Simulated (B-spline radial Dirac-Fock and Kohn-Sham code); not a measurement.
Auger decay of the N5 hole in Nd³⁺

System: Nd³⁺, 1s2 2s2 2p6 3s2 3p6 3d10 4s2 4p6 4d10 4f3 5s2 5p6, inside a Watson sphere of charge -3 and radius 2.4 Å (a model of the Madelung potential; inside it an electron's potential energy is raised by 18.0 eV).

Model: independent-particle rates on relativistic LDA orbitals of the hole state (multipoles up to L = 3, Coulomb Auger matrix elements, transition energies from Dirac-Fock). Program: a radial finite-basis atomic code. Kinetic energies are configuration averages from the vacuum level; the two-hole energies are estimated from single-hole states.

```
transition  kinetic energy (eV)  width (meV)  share (%)
   N5-O1O1                 6.66         18.6        2.8
   N5-O1O2                30.50         8.83        1.3
   N5-O1O3                34.15         24.1        3.6
   N5-N6O1                45.48         12.3        1.8
   N5-N7O1                45.90          102       15.2
   N5-O2O3                54.97         19.4        2.9
   N5-O3O3                58.35         12.2        1.8
   N5-N6O2                67.84         7.64        1.1
   N5-N7O2                68.16          100       15.0
   N5-N6O3                71.60         28.4        4.2
   N5-N7O3                72.07          144       21.5
   N5-N6N6                80.99         2.91        0.4
   N5-N6N7                81.43          109       16.3
   N5-N7N7                81.86         78.3       11.7
```

Coster-Kronig rates are the weakest part of this model and often come out 1.5 to 2.5 times too large. The listed channels hold 100 % of the non-radiative rate. Summed by principal shells, of 0.669 eV in all: NNO 58.9 %, NNN 28.5 %, NOO 12.7 %.

Values without a named source are computed, but for edge energies of neutral atoms, which are taken from tables.
